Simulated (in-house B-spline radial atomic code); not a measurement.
Ionisation energies along the 40-electron series, configuration [Kr] 4d4, as differences of self-consistent energies. NIST's values go from ground level to ground level; the uncertainty of those that are theory runs from under 0.1 % in few-electron ions to several per cent in heavy many-electron ones. Computed with a B-spline radial code for spherical atoms: non-relativistic Hartree-Fock, average of the configuration, point nuclei.

This level leaves out relativity, spin-orbit splitting included, which matters for heavy ions.

```json
{"ion": "In9+", "configuration after": "[Kr] 4d3", "ionisation energy (eV)": "177.7", "IE/(q+1)² (eV)": "1.7771", "-ε less Coulomb ΔSCF (eV)": "0.95952", "tabulated value (eV)": "178", "tabulated kind": "tabulated theory", "computed minus tabulated (eV)": "-0.3"}
{"ion": "Sn10+", "configuration after": "[Kr] 4d3", "ionisation energy (eV)": "207.2", "IE/(q+1)² (eV)": "1.7121", "-ε less Coulomb ΔSCF (eV)": "0.96613", "tabulated value (eV)": "208", "tabulated kind": "tabulated theory", "computed minus tabulated (eV)": "-0.8"}
{"ion": "Sb11+", "configuration after": "[Kr] 4d3", "ionisation energy (eV)": "238.4", "IE/(q+1)² (eV)": "1.6559", "-ε less Coulomb ΔSCF (eV)": "0.97285", "tabulated value (eV)": "238", "tabulated kind": "tabulated theory", "computed minus tabulated (eV)": "0.4"}
{"ion": "Te12+", "configuration after": "[Kr] 4d3", "ionisation energy (eV)": "?", "IE/(q+1)² (eV)": "?", "-ε less Coulomb ΔSCF (eV)": "?", "tabulated value (eV)": "?", "tabulated kind": "tabulated theory", "computed minus tabulated (eV)": "?"}
{"ion": "I13+", "configuration after": "[Kr] 4d3", "ionisation energy (eV)": "?", "IE/(q+1)² (eV)": "?", "-ε less Coulomb ΔSCF (eV)": "?", "tabulated value (eV)": "?", "tabulated kind": "tabulated theory", "computed minus tabulated (eV)": "?"}
{"ion": "Xe14+", "configuration after": "[Kr] 4d3", "ionisation energy (eV)": "343.1", "IE/(q+1)² (eV)": "1.525", "-ε less Coulomb ΔSCF (eV)": "0.99281", "tabulated value (eV)": "343", "tabulated kind": "tabulated theory", "computed minus tabulated (eV)": "0.1"}
{"ion": "Cs15+", "configuration after": "[Kr] 4d3", "ionisation energy (eV)": "381.6", "IE/(q+1)² (eV)": "1.4906", "-ε less Coulomb ΔSCF (eV)": "0.99926", "tabulated value (eV)": "382", "tabulated kind": "tabulated theory", "computed minus tabulated (eV)": "-0.4"}
{"ion": "Ba16+", "configuration after": "[Kr] 4d3", "ionisation energy (eV)": "421.8", "IE/(q+1)² (eV)": "1.4597", "-ε less Coulomb ΔSCF (eV)": "1.0056", "tabulated value (eV)": "422", "tabulated kind": "tabulated theory", "computed minus tabulated (eV)": "-0.2"}
{"ion": "La17+", "configuration after": "[Kr] 4d3", "ionisation energy (eV)": "?", "IE/(q+1)² (eV)": "?", "-ε less Coulomb ΔSCF (eV)": "?", "tabulated value (eV)": "?", "tabulated kind": "tabulated theory", "computed minus tabulated (eV)": "?"}
{"ion": "Ce18+", "configuration after": "[Kr] 4d3", "ionisation energy (eV)": "507.6", "IE/(q+1)² (eV)": "1.4061", "-ε less Coulomb ΔSCF (eV)": "1.0177", "tabulated value (eV)": "509", "tabulated kind": "tabulated theory", "computed minus tabulated (eV)": "-1.4"}
```

Question: Fill in the row of Te12+.

Answer: ionisation energy (eV): 271.5; IE/(q+1)² (eV): 1.6068; -ε less Coulomb ΔSCF (eV): 0.97957; tabulated value (eV): 272; computed minus tabulated (eV): -0.5.

Question: Fill in the row of I13+.

Answer: ionisation energy (eV): 306.4; IE/(q+1)² (eV): 1.5635; -ε less Coulomb ΔSCF (eV): 0.98624; tabulated value (eV): 307; computed minus tabulated (eV): -0.6.

Question: Fill in the row of La17+.

Answer: ionisation energy (eV): 463.9; IE/(q+1)² (eV): 1.4316; -ε less Coulomb ΔSCF (eV): 1.0117; tabulated value (eV): 464; computed minus tabulated (eV): -0.1.
